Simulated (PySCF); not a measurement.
H3BiO3, SMILES [OH][Bi]([OH])[OH] (PBE0/def2-SVP optimised geometry):

```
7

Bi    -1.072    -1.186     0.000
O     -1.236     0.895     0.000
H     -1.312     1.186     0.920
O     -1.239    -1.364     2.073
H     -0.346    -1.363     2.444
O      1.014    -1.186     0.000
H      1.312    -0.265     0.030
```

Calculation: PBE0/def2-TZVP, def2 effective core potentials past Kr (PySCF).

Q: What are the frontier orbital energies and the dipole moment?

A: HOMO-2 -8.55 eV, HOMO-1 -8.55 eV, HOMO -8.14 eV, LUMO -0.99 eV, LUMO+1 -0.98 eV; dipole moment 1.08 D.

On the same geometry PBE/def2-TZVP, def2 effective core potentials past Kr in PySCF gives HOMO-2 -6.87 eV, HOMO-1 -6.87 eV, HOMO -6.63 eV, LUMO -1.71 eV, LUMO+1 -1.71 eV; dipole moment 0.88 D.
